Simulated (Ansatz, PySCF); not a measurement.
Spin states of HOW (SMILES [OH][W]), each relaxed with B3LYP-D3(BJ)/def2-TZVP.
State 1 (charge 0, multiplicity 4):
```xyz
3

W     -0.953    -0.661    -0.825
O      0.422    -0.121     0.283
H      0.498     0.830     0.472
```
State 2 (charge 0, multiplicity 6):
```
atom    x (Å)    y (Å)    z (Å)
----  -------  -------  -------
W     -0.9961  -0.6968  -0.8631
O      0.4336  -0.0973   0.2951
H      0.5294   0.8415   0.4976
```

```csv
level,energy of the multiplicity-6 state less that of the multiplicity-4 state (kcal/mol),cost
SVWN5/def2-TZVPP,2.92,×0.4
PBE/def2-TZVPP,-4.32,×1
PBE-D3(BJ)/def2-TZVPP,-4.33,×1
BLYP-D4/def2-TZVPP,4.91,×1
r2SCAN/def2-TZVPP,-12.16,×3
r2SCAN-D3(BJ)/def2-TZVPP,-12.16,×3
r2SCAN-D4/def2-TZVPP,-12.16,×3
r2SCANh/def2-TZVPP,-12.71,×2
B3LYP/def2-TZVPP,1.21,×0.5
B3LYP-D3(BJ)/def2-TZVPP,1.20,×0.5
B3LYP-D4/def2-TZVPP,1.21,×0.5
PBE0/def2-TZVPP,-8.99,×0.7
PBE0-D3(BJ)/def2-TZVPP,-9.00,×0.7
BHLYP/def2-TZVPP,-1.94,×0.5
BHLYP-D3(BJ)/def2-TZVPP,-1.95,×0.5
CAM-B3LYP-D4/def2-TZVPP,1.13,×0.6
wB97X-V/def2-TZVPP,1.94,×2
B2PLYP-D3(BJ)/def2-TZVPP,1.18,×0.8
CCSD/def2-SVP,-4.68,-
CCSD(T)/def2-SVP,-1.64,×2
```

The rows run from -12.71 (r2SCANh/def2-TZVPP) to 4.91 kcal/mol (BLYP-D4/def2-TZVPP). The dispersion term adds -0.01 in PBE-D3(BJ), 0.00 in r2SCAN-D3(BJ), 0.00 in r2SCAN-D4. The 8 functionals in def2-TZVPP without D3 or D4 span 15.64, from r2SCANh to SVWN5.

Singlets are restricted, other states unrestricted; no spin–orbit coupling, no relativity up to Kr; see below for the cores. The largest T1 diagnostic is 0.048.

Correlated levels freeze the inner cores; with def2 sets outer-core shells near the valence are correlated too.

Doubts at one or more of the structures used: a spin-contaminated determinant (r2SCAN/def2-TZVPP, r2SCAN-D3(BJ)/def2-TZVPP, r2SCAN-D4/def2-TZVPP, r2SCANh/def2-TZVPP, CCSD/def2-SVP, CCSD(T)/def2-SVP).

Programs: Ansatz (Gaussian orbitals); PySCF for the dispersion terms. Each number belongs to the level named beside it. In def2 rows elements past Kr take small-core potentials, without spin–orbit coupling.

Costs are rough ratios of core time to PBE/def2-TZVPP (about 26 s over the structures, on one shared machine); a dash marks a level with no comparable run of its own.

Ansatz is a program for electronic structure.
